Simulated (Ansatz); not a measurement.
System: CuF, charge 0, multiplicity 3. The spin state was set by rule; other spins were not relaxed. 
Geometry from a B3LYP-D3(BJ)/def2-TZVP (Ansatz, a program for electronic structure) optimisation:
```
Cu
F 1 1.7650
```
Charge 0, spin multiplicity 3.

Quantity: atomisation energy (electronic, to ground-state atoms), in kcal/mol. Valence correlation only, unless marked. UHF or UKS for open shells. No spin-orbit coupling. Frozen are the shells of the preceding noble gas and the d and f shells that filled before the atom's block. No relativistic terms. The coupled-cluster limit lacks core correlation, which all-electron functionals hold. CBS marks a two-point X^-3 extrapolation of the correlation energy; Hartree-Fock from the larger set.

```json
[
 {"level": "HF/6-31G*", "program": "Ansatz", "atomisation energy (kcal/mol)": "67.1", "minus last row": "14.7"},
 {"level": "PBE0/def2-SVP", "program": "Ansatz", "atomisation energy (kcal/mol)": "54.3", "minus last row": "1.9"},
 {"level": "PBE0/def2-QZVPP", "program": "Ansatz", "atomisation energy (kcal/mol)": "54.1", "minus last row": "1.7"},
 {"level": "HSE06-D4/def2-TZVPD", "program": "Ansatz + dftd4", "atomisation energy (kcal/mol)": "51.1", "minus last row": "-1.3"},
 {"level": "SCS-MP2/def2-TZVPP", "program": "Ansatz", "atomisation energy (kcal/mol)": "39.0", "minus last row": "-13.4"},
 {"level": "CCSD/6-31G", "program": "Ansatz", "atomisation energy (kcal/mol)": "76.1", "minus last row": "23.7"},
 {"level": "CCSD(T)/CBS(def2-TZVPPD,def2-QZVPPD)", "program": "Ansatz", "atomisation energy (kcal/mol)": "52.4", "minus last row": "0.0"}
]
```
